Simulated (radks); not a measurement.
Spherical jellium clusters: N electrons in a uniform positive sphere of charge N and radius rs N^(1/3), rs = 3.78 bohr. Method: non-relativistic Kohn-Sham, LDA (Slater exchange, Perdew-Wang correlation), spin-polarised, spherical densities; computed with a radial shooting solver with Libxc functionals. Levels are named by radial order and angular momentum (1s, 1p, 1d, 2s, ...), and open shells are averaged over m.

N = 8, configuration 1s2 1p6. This is the lowest configuration that the search found. Occupied and some empty levels:

level,occupation,eigenvalue (eV),<r> (bohr)
1s,2,-4.7326,5.077
1p,6,-3.3661,6.222
1d,0,-1.7674,7.365
2s,0,-1.3535,7.600
1f,0,-0.17124,9.353

Energy (eV): total -14.5212, kinetic 14.315, external -269.49, Hartree 131.89, exchange-correlation -29.452, background 138.22. Static polarisability (adiabatic kernel): 633.2 bohr^3, against R^3 = 432.1 for a classical metal sphere.

Electron density:

r (bohr),n(r) (e/bohr^3)
0.251,0.002927
0.880,0.003169
1.51,0.003632
2.14,0.004219
2.77,0.004799
3.40,0.005228
4.03,0.005377
4.66,0.005168
5.29,0.004599
5.91,0.003761
6.54,0.002808
7.17,0.001916
7.80,0.001204
8.43,0.0007100
9.06,0.0004005
9.69,0.0002183
10.3,0.0001162
10.9,0.00006058
11.6,0.00003113
12.2,0.00001583
